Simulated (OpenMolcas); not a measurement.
**Os⁴⁺: from CASSCF to CASPT2**

* Program: OpenMolcas
* Basis: ANO-RCC-VTZP [8s7p5d3f2g1h]
* Scalar Hamiltonian: DKH2, point nucleus
* Active space: 4 electrons in 5 orbitals (5d)
* State averaging: 2S+1 = 5 even, 5 roots; 2S+1 = 3 even, 45 roots kept (CI in the orbitals of an earlier block); 2S+1 = 1 even, 50 roots kept (CI in the orbitals of an earlier block)
* Spin-orbit coupling: state interaction with AMFI integrals over the reference wave functions, term energies averaged over their components

Methods on the same reference wave functions:
A. CASSCF
B. SS-CASPT2, IPEA 0.25 Eh, imaginary shift 0.1 Eh (closed shells correlated: 5s 5p)
C. MS-CASPT2, IPEA 0.25 Eh, imaginary shift 0.1 Eh (closed shells correlated: 5s 5p)

Energies in cm-1 above 5d4 5D0, the measured ground level; measured values from the list in Palmeri et al., Atoms 14, 22 (2026).

| Level | A | B | C | Measured |
| --- | --- | --- | --- | --- |
| 5d4 5D0 [64 %] | 0.0 | 0.0 | 0.0 | 0.0 |
| 5d4 5D1 | 3643 | 4370 | 4350 | 4311 |
| 5d4 5D2 | 7230 | 8230 | 8190 | 8083 |
| 5d4 5D3 | 10311 | 11230 | 11180 | 11018 |
| 5d4 5D4 [70 %] | 12750 | 13270 | 13220 | 12966 |
| 5d4 3P0(1) [52 %] | 20703 | 19090 | 19040 |  |
| 5d4 3H4 [57 %] | 22201 | 21350 | 21290 | 20374 |
| 5d4 3G3 [61 %] | 26883 | 25150 | 25120 | 23942 |
| 5d4 3H5 | 27347 | 26480 | 26430 | 25344 |
| 5d4 3P1(1) | 28114 | 25780 | 25670 | 24680 |
| 5d4 3F2(1) [67 %] | 28141 | 25690 | 25650 |  |
| 5d4 3H6 | 29695 | 28830 | 28770 | 27669 |
| 5d4 3G5 | 39824 | 38430 | 38370 | 37016 |
| 5d4 1I6 | 42101 | 40750 | 40700 | 39284 |
| 5d4 3D1 | 43075 | 40110 | 40090 | 38536 |
| 5d4 1S0(1) | 49527 | 46140 | 45930 |  |
| 5d4 1F3 [65 %] | 53244 | 48620 | 48570 | 46549 |
| 5d4 3P2(2) [68 %] | 57922 | 52300 | 52390 |  |
| 5d4 3F4(2) [57 %] | 60221 | 55760 | 55770 |  |
| 5d4 3F2(2) [62 %] | 62765 | 57860 | 57800 |  |
| 5d4 3F3(2) | 63528 | 58540 | 58480 | 55872 |
| 5d4 3P1(2) | 64703 | 58910 | 58830 | 55988 |
| 5d4 3P0(2) | 67970 | 62020 | 62090 |  |
| 5d4 1G4(2) | 68538 | 62810 | 62760 |  |

Deviations, from unrounded energies. A percentage is the sum of absolute deviations over the sum of measured energies, with the sign that they share, or ± where signs differ.

```tsv
Against measurement	Levels	A	B	C
mean absolute deviation (cm-1)	15	3200	1200	1200
fine structure of the ground term (%)	4	-6.7	+2.0	+1.5
other terms of the ground configuration (%)	11	+11.5	+4.5	+4.3
```

B, C lie about equally close to measurement and A furthest from it. The largest miss of C in the table is 5d4 3P1(2), by +2800 cm-1. The ranking rests on the paired levels alone, and a cruder setting can come out closer through cancelling errors.

Between B and C the level of the table that moves most is 5d4 1S0(1), by 210 cm-1 (lowest in C, highest in B). Moves below CASPT2's spread within the term are not significant.

The mean deviations of B to C differ by less than CASPT2's widest spread within a term (950 cm-1), so their order carries little weight.

From A to B the spin-free energies of the other terms of 5d4 shown, above 5D, scale by factors of 0.80 to 0.89, as is usual when dynamic correlation screens the repulsion within a d or f shell.

The lowest spin-free term lies below A's lowest term by 0.272 hartree in B, 0.272 hartree in C.

Term energies are means over components that CASPT2 splits; among the terms shown or strongly mixed into the levels shown the widest spread is 950 cm-1 (5d4 1I, C). Terms from blocks run as CI alone lack orbitals of their own. Without dynamic correlation excited terms often stand tens of per cent too high (terms of higher spin than the ground term too low), and those without a measured partner can miss by more than the paired ones (holds for A). The CASPT2 spread within a term exceeds the gap to the next term for 5d4 3H and 5d4 3P(1), 5d4 1I and 5d4 3D, 5d4 1D(1) and 5d4 1S(1), so the order of their levels is uncertain (holds for C). Measured partners are found by configuration, term and J. A level has none where our copy of the source lacks it or the pairing is in doubt (some pairs that miss far off the trend of their configuration count as doubtful), and it then counts in no deviation. Levels of configurations outside the active space are missing. Levels that lie high or do not pair safely by name in every column are left out.

A share in square brackets marks a mixed level and gives the weight of the term that names it, the lowest over the columns. A number in round brackets counts repeated terms of one configuration in the order of the reference energies.
